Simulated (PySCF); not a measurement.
Gas-phase reaction: 4 CH3I + C2H6 → 4 HI + 2 C3H7 (i-propyl)

Method: PySCF energies (xtb for GFN2) plus ideal-gas RRHO corrections (1 bar). † marks an energy on the PBE0/def2-TZVP geometry and frequencies; other levels use their own. MP2 and CCSD(T) freeze the core. Open shells (unrestricted): C3H7 (i-propyl) (multiplicity 2); the rest are closed-shell singlets. GFN2 has no spin-polarisation term. I: scalar-relativistic def2 core potential, no spin-orbit coupling. MP2 isn't extrapolated to the basis-set limit; its ΔH°(298 K) is 256.4 kJ in def2-SVP and 331.1 kJ in def2-TZVPP. CCSD(T) isn't extrapolated to the basis-set limit. The harmonic model lacks anharmonicity and excited electronic states, which grow with temperature; levels with a mode under 35 cm⁻¹ are left out. Internal rotation in C2H6, C3H7 (i-propyl) is treated as a harmonic vibration of one conformer, which makes the entropy rough.

```csv
level,"ΔE electronic, kJ","ΔH°(298 K), kJ","ΔS°(298 K), J/K","ΔG°(2500 K), kJ"
BLYP/def2-TZVP†,326,275,172,-228
CCSD(T)/def2-SVP†,278,228,172,-276
GFN2-xTB,299,250,186,-291
MP2/def2-SVP†,307,256,172,-247
MP2/def2-TZVPP†,382,331,172,-172
PBE/def2-SVP,304,255,169,-237
PBE/def2-TZVP†,337,286,172,-218
PBE0/def2-QZVP†,327,276,172,-227
```
ΔH° is lowest at CCSD(T)/def2-SVP† and highest at MP2/def2-TZVPP†. No reference value is set beside these.
